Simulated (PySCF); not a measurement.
Mn²⁺: ionisation energy

Mn²⁺ [Ar] 3d5 (6S) → Mn³⁺ [Ar] 3d4 (5D), as a difference of total energies. All numbers are calculated (PySCF 2.14, no relativity, point nucleus, in cc-pVTZ). Correlated levels: valence: [Ar] frozen. The calculations carry no spin-orbit coupling.

```csv
method,ionisation energy (eV)
UHF,32.589
PBE0,34.085
r2SCAN,34.113
MP2 (valence),33.418
SCS-MP2 (valence),32.865
```

How much does correlation contribute at MP2 (valence)?

33.418 − (32.589) = 0.829 eV, measured against UHF.

These non-relativistic numbers lack the scalar-relativistic shift.

The reference lies between the lowest fine-structure levels, while these numbers refer to the centres of the terms.

Errors of the correlated levels include the incompleteness of this basis and the frozen core.

For comparison: 33.668 ± 0.012 eV (measured; NIST Atomic Spectra Database, ionization energies).
